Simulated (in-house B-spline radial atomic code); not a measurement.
## RPBE excitations of Ni18+

Method: RPBE. Computed with a B-spline radial code for spherical atoms: linear response of the closed shell [He] 2s2 2p6 with the functional's adiabatic kernel; scalar-relativistic (spin-free one-electron X2C), finite nucleus, no spin-orbit coupling, no double excitations, S, P, D and F terms only. Only terms of natural parity with L up to 3 were computed.

Spin-orbit coupling is strong here, so these LS terms don't match observed levels.

Command:
```bash
python run_td.py task.json out
```
Settings (radii: box in bohr, nucleus in fm):
```
Z                        28
electrons                10
configuration            [He] 2s2 2p6
hamiltonian              x2c
method                   rpbe,pbe
box_radius               6.14
rms_radius               3.7757
intervals                67
```

Cost of the run: 0.1 s on 1 thread of Intel(R) Xeon(R) 6975P-C (Granite Rapids), with other jobs on the host.

The lowest states, in the order of their Tamm-Dancoff energies; the method's threshold (minus the highest occupied level) is 1494.66 eV. Labels give the largest channel, * marks a mixed state, and oscillator strengths are full-response dipole values. Semilocal kernels can invert the small singlet-triplet splittings of Rydberg terms. Energies in eV:

```tsv
state	full response	Tamm-Dancoff	oscillator strength
2p → 3s 3P	867.88	867.89	-
2p → 3s 1P	871.27	871.31	0.177
2p → 3p 3S	?	?	-
2p → 3p 3D	906.80	906.82	-
2p → 3p 1D	909.71	909.72	-
2p → 3p 1S	931.81	932.67	-
2p → 3d 3P	957.49	957.52	-
2p → 3d 3F	958.18	958.22	-
2p → 3d 1F	961.50	961.50	-
2p → 3d 1P	976.52	976.92	2.77
2s → 3s 3S	?	?	-
2s → 3s 1S	1008.37	1008.77	-
2s → 3p 3P	1038.66	1038.67	-
2s → 3p 1P	1041.45	1041.47	0.515
2s → 3d 3D	1089.52	1089.54	-
2s → 3d 1D	1095.14	1095.17	-
```

(1) Where does 2p → 3p 3S lie?

(2) Where does 2s → 3s 3S lie?

(3) How large is the singlet-triplet splitting of 2p → 3s (P terms) in Tamm-Dancoff?

(4) What polarisabilities and dispersion coefficient does the method give?

Answers

(1) At 904.17 eV in full response, 904.22 eV in Tamm-Dancoff.

(2) At 998.90 eV in full response, 998.91 eV in Tamm-Dancoff.

(3) 3.42 eV, from the unrounded values.

(4) Dipole 0.003981 bohr³, quadrupole 0.0003652 bohr⁵, C6 0.0004938 hartree·bohr⁶ for two such species.
